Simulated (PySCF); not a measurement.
A PySCF script (with the pyscf-properties extension) for the NMR shieldings of `C1(=O)N(C=C)[SiH2]CC1`, C5H9NOSi, on a GFN2-xTB geometry:

```python
import basis_set_exchange as bse
import numpy as np
from pyscf import gto, dft
from pyscf.prop import nmr

atoms = """
C     2.714436   -0.656532   -0.527220
C     1.926936    0.187956    0.117192
N     0.539152    0.155621    0.085730
Si   -0.449696   -1.053470   -0.701614
C    -2.035551   -0.358674    0.072308
C    -1.647611    1.044977    0.531245
C    -0.152065    1.150350    0.745762
O     0.379502    2.025191    1.387152
H     2.324862   -1.450063   -1.141196
H     3.782867   -0.569694   -0.456867
H     2.321596    0.990253    0.727319
H    -0.351414   -0.908816   -2.155315
H    -0.083961   -2.387706   -0.231802
H    -2.887921   -0.330691   -0.602345
H    -2.335937   -0.959610    0.930520
H    -2.157371    1.350334    1.446208
H    -1.894820    1.782604   -0.236987
"""
names = dict.fromkeys(["C", "N", "Si", "O", "H"], "pcSseg-1")
basis = {el: gto.basis.parse(bse.get_basis(n, elements=[el], fmt="nwchem")) for el, n in names.items()}
mol = gto.M(atom=atoms, basis=basis, charge=0, verbose=0)
mf = dft.RKS(mol, xc="PBE0")
mf.grids.level = 2
mf.grids.alignment = dft.numint.BLKSIZE   # the property module wants whole blocks of grid points
mf.conv_tol = 1e-9
mf.kernel()

calc = nmr.RKS(mf)   # GIAO
C = mf.mo_coeff
Co = C[:, mf.mo_occ > 0]
resp = mf.gen_response(singlet=True, hermi=2)
def vind(x):   # induced exchange potential for any number of trial vectors
    d = np.einsum("pi,xij,qj->xpq", C, 2 * x.reshape(-1, C.shape[1], Co.shape[1]), Co, optimize=True)
    return np.einsum("xpq,pi,qj->xij", resp(d - d.transpose(0, 2, 1)), C, Co, optimize=True).ravel()
mo1, _ = nmr.rhf.solve_mo1(calc, with_cphf=vind)
sigma = calc.kernel(mo1)
for i, s in enumerate(sigma):   # ppm
    w = np.linalg.eigvalsh((s + s.T) / 2)
    print("%2d %-2s iso %8.1f  s11 %8.1f  s22 %8.1f  s33 %8.1f" % (i, mol.atom_pure_symbol(i), w.mean(), *w))
```

Question: What does it print?

Answer: 
```
 0 C  iso     87.5  s11     -3.6  s22    103.6  s33    162.5
 1 C  iso     45.7  s11    -71.1  s22     56.3  s33    152.0
 2 N  iso    108.7  s11     -8.8  s22    159.3  s33    175.8
 3 Si iso    373.4  s11    339.2  s22    365.3  s33    415.7
 4 C  iso    184.9  s11    174.0  s22    181.8  s33    199.0
 5 C  iso    152.8  s11    129.4  s22    152.7  s33    176.4
 6 C  iso      8.0  s11    -84.5  s22     36.9  s33     71.5
 7 O  iso   -109.1  s11   -429.0  s22   -248.0  s33    349.6
 8 H  iso     27.1  s11     24.7  s22     24.9  s33     31.9
 9 H  iso     26.9  s11     24.8  s22     25.7  s33     30.4
10 H  iso     24.1  s11     20.5  s22     23.5  s33     28.3
11 H  iso     26.6  s11     23.4  s22     24.6  s33     32.0
12 H  iso     26.7  s11     23.5  s22     24.8  s33     31.8
13 H  iso     30.7  s11     26.0  s22     27.8  s33     38.3
14 H  iso     30.5  s11     25.5  s22     27.9  s33     38.1
15 H  iso     29.0  s11     23.8  s22     28.2  s33     35.0
16 H  iso     29.2  s11     25.0  s22     27.9  s33     34.7
```

These numbers come from an equivalent density-fitted implementation of the same equations, which agrees with the script to about 0.01 ppm for H and up to a few tenths of a ppm for heavy atoms, so last digits may differ.

Question: Turn these shieldings into chemical shifts. Referencing at the same level of theory: $^{13}$C (186.93 ppm) and $^{29}$Si (349.16 ppm) and $^{1}$H (31.72 ppm) vs TMS; $^{15}$N (267.73 ppm) against NH3; H2O for $^{17}$O (336.08 ppm).

Answer: Averaging equivalent atoms: C 6: 178.9; C 1: 141.2; C 0: 99.4; C 5: 34.1; C 4: 2.0; N 2: 159.0; Si 3: -24.2; O 7: 445.2; H 10: 7.61; H 11/12: 5.04; H 9: 4.77; H 8: 4.58; H 15/16: 2.61; H 13/14: 1.10 ppm. Unscaled 17O shifts of doubly bonded oxygen tend to come out too high, by tens of ppm or more. Experimental scales use liquid or dissolved standards, which lie at an offset from isolated NH3 (liquid NH3: subtract about 20 ppm) and H2O (liquid H2O: subtract about 36 ppm). Unscaled 15N shifts of sp2 nitrogen come out 20 to 40 ppm too high even then.

Size and cost of the density-fitted run: 188 basis functions, 50 s wall time on 1 thread of an Arm Neoverse N1, shared host.
